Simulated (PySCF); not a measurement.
C3H9FNSi2 (doublet state).
Z-matrix (Å and degrees, GFN2-xTB geometry), rows numbered from 1:
```
F 
C   1  1.3678
C   2  1.4914  1  117.61
C   2  1.4878  1  118.29  3   -69.60
Si  4  1.9092  2  118.34  3  -109.82
N   5  1.6758  4  105.19  2   176.52
Si  6  1.6851  5  172.98  4   -92.75
H   2  1.0840  1  109.38  3   144.55
H   3  1.0793  2  116.77  4   108.27
H   3  1.0801  2  118.54  4  -109.33
H   4  1.0810  2  116.06  3   107.10
H   5  1.4660  4  108.46  2    55.58
H   5  1.4669  4  107.10  2   -66.04
H   7  1.4686  6  108.02  5  -149.17
H   7  1.4687  6  110.31  5   -28.22
H   7  1.4703  6  108.04  5    92.01
```

The hyperfine couplings belong to this conformer and change with its torsions.

Identity: `F[C@@H]1C[C@@H]1[SiH2][N][SiH3]` [radical].

Method: PySCF 2.14.0, UKS B3LYP, pcH-1 on C F H N Si, non-relativistic, mean-field spin-orbit, GIAO. One conformer (not necessarily the lowest) at the GFN2-xTB geometry, without solvent, vibrations or thermal averaging. GFN2-xTB frequencies show an imaginary mode (30i cm⁻¹), so this geometry is no minimum at that level. A GFN2-xTB geometry isn't a minimum of the functional, and hyperfine couplings can be far from their values at a DFT geometry. Stability of the SCF solution: not tested.

Q: Where do the isotropic ENDOR lines of C4, N6, F1, H13, H14/H15/H16, H9, H11, H12, Si7 and Si5 fall at 348.0 mT, to first order?

A: For S = 1/2 in fast tumbling each set of equivalent nuclei gives two lines, ν± = |νn ± a/2| to first order, with νn = g_N μN B/h and μN/h = 7.62259 MHz/T.

```json
{"nuclei": "C4", "isotope": "13C", "g_N": "1.4048", "νn (MHz)": "3.73", "a_iso (MHz)": "53.33", "lower line (MHz)": "22.94", "upper line (MHz)": "30.39"}
{"nuclei": "N6", "isotope": "14N", "g_N": "0.4038", "νn (MHz)": "1.07", "a_iso (MHz)": "26.73", "lower line (MHz)": "12.29", "upper line (MHz)": "14.44"}
{"nuclei": "F1", "isotope": "19F", "g_N": "5.2577", "νn (MHz)": "13.95", "a_iso (MHz)": "3.28", "lower line (MHz)": "12.30", "upper line (MHz)": "15.59"}
{"nuclei": "H13", "isotope": "1H", "g_N": "5.5857", "νn (MHz)": "14.82", "a_iso (MHz)": "71.83", "lower line (MHz)": "21.10", "upper line (MHz)": "50.73"}
{"nuclei": "H14/H15/H16", "isotope": "1H", "g_N": "5.5857", "νn (MHz)": "14.82", "a_iso (MHz)": "65.05", "lower line (MHz)": "17.71", "upper line (MHz)": "47.34"}
{"nuclei": "H9", "isotope": "1H", "g_N": "5.5857", "νn (MHz)": "14.82", "a_iso (MHz)": "6.86", "lower line (MHz)": "11.39", "upper line (MHz)": "18.25"}
{"nuclei": "H11", "isotope": "1H", "g_N": "5.5857", "νn (MHz)": "14.82", "a_iso (MHz)": "-4.58", "lower line (MHz)": "12.53", "upper line (MHz)": "17.11"}
{"nuclei": "H12", "isotope": "1H", "g_N": "5.5857", "νn (MHz)": "14.82", "a_iso (MHz)": "-2.48", "lower line (MHz)": "13.58", "upper line (MHz)": "16.06"}
{"nuclei": "Si7", "isotope": "29Si", "g_N": "-1.1106", "νn (MHz)": "2.95", "a_iso (MHz)": "44.50", "lower line (MHz)": "19.30", "upper line (MHz)": "25.19"}
{"nuclei": "Si5", "isotope": "29Si", "g_N": "-1.1106", "νn (MHz)": "2.95", "a_iso (MHz)": "42.86", "lower line (MHz)": "18.48", "upper line (MHz)": "24.37"}
```

The rows for 13C and 29Si, of low natural abundance, apply to labelled samples.

Q: Which pairs are centred on the nuclear Larmor frequency, and which on half the coupling?

A: Centred on νn, since |a| < 2νn: F1, H9, H11 and H12. Centred on |a|/2 and split by 2νn: C4, N6, H13, H14/H15/H16, Si7 and Si5.

Q: At what field would the lower line of H14/H15/H16 fall to zero frequency?

A: Where νn = |a|/2, that is B = 32.53 MHz/(5.5857 × 7.62259 MHz/T) = 764 mT, as far as first order holds there.

Couplings of abundant isotopes left out: H8 (2.4 MHz).

Nuclei that the bonding pattern makes equivalent are averaged, as if the motion that swaps them (rotation, inversion, ring flip) were fast. The three 1H nuclei of mean +65.1 MHz run from -1.1 to 119.6 MHz in the frozen geometry.
